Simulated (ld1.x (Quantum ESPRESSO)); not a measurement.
**An all-electron radial function and its pseudo partner (O)**

Columns: radius, all-electron u(r) and pseudo u(r) of the 2p shell (level -24.46 eV) of oxygen in the configuration [He] 2s2 2p3; PBE, non-relativistic, TM scheme, ld1.x (Quantum ESPRESSO) 7.5.

```json
{"r (bohr)": "0.047", "all-electron": "0.0306", "pseudo": "0.0165"}
{"r (bohr)": "0.095", "all-electron": "0.1045", "pseudo": "0.0660"}
{"r (bohr)": "0.142", "all-electron": "0.1969", "pseudo": "0.1417"}
{"r (bohr)": "0.190", "all-electron": "0.2983", "pseudo": "0.2395"}
{"r (bohr)": "0.237", "all-electron": "0.3964", "pseudo": "0.3467"}
{"r (bohr)": "0.285", "all-electron": "0.4903", "pseudo": "0.4582"}
{"r (bohr)": "0.332", "all-electron": "0.5736", "pseudo": "0.5610"}
{"r (bohr)": "0.380", "all-electron": "0.6483", "pseudo": "0.6531"}
{"r (bohr)": "0.427", "all-electron": "0.7114", "pseudo": "0.7272"}
{"r (bohr)": "0.475", "all-electron": "0.7657", "pseudo": "0.7857"}
{"r (bohr)": "0.522", "all-electron": "0.8093", "pseudo": "0.8279"}
{"r (bohr)": "0.570", "all-electron": "0.8446", "pseudo": "0.8585"}
{"r (bohr)": "0.617", "all-electron": "0.8707", "pseudo": "0.8792"}
{"r (bohr)": "0.665", "all-electron": "0.8895", "pseudo": "0.8935"}
{"r (bohr)": "0.712", "all-electron": "0.9009", "pseudo": "0.9023"}
{"r (bohr)": "0.760", "all-electron": "0.9063", "pseudo": "0.9066"}
{"r (bohr)": "0.807", "all-electron": "0.9063", "pseudo": "0.9063"}
{"r (bohr)": "0.855", "all-electron": "0.9014", "pseudo": "0.9014"}
{"r (bohr)": "0.902", "all-electron": "0.8928", "pseudo": "0.8928"}
{"r (bohr)": "0.950", "all-electron": "0.8805", "pseudo": "0.8805"}
{"r (bohr)": "0.997", "all-electron": "0.8656", "pseudo": "0.8656"}
{"r (bohr)": "1.045", "all-electron": "0.8481", "pseudo": "0.8481"}
{"r (bohr)": "1.092", "all-electron": "0.8290", "pseudo": "0.8290"}
{"r (bohr)": "1.140", "all-electron": "0.8080", "pseudo": "0.8080"}
{"r (bohr)": "1.187", "all-electron": "0.7863", "pseudo": "0.7863"}
{"r (bohr)": "1.235", "all-electron": "0.7632", "pseudo": "0.7632"}
```

(1) How many radial nodes do the two functions have?

(2) At about which radius was the pseudo-wave matched?

(3) Is the pseudo-wave norm-conserving?

## Answers

(1) The all-electron 2p function has n − l − 1 = 0; the pseudo-wave has 0.

(2) 0.85 bohr. The columns agree to 0.0005 from 0.76 bohr on; several derivatives are matched, so the curves merge somewhat inside the radius.

(3) Yes: the TM scheme keeps the norm inside the radius equal to the all-electron one, which fixes the energy derivative of the logarithmic derivative at the level.
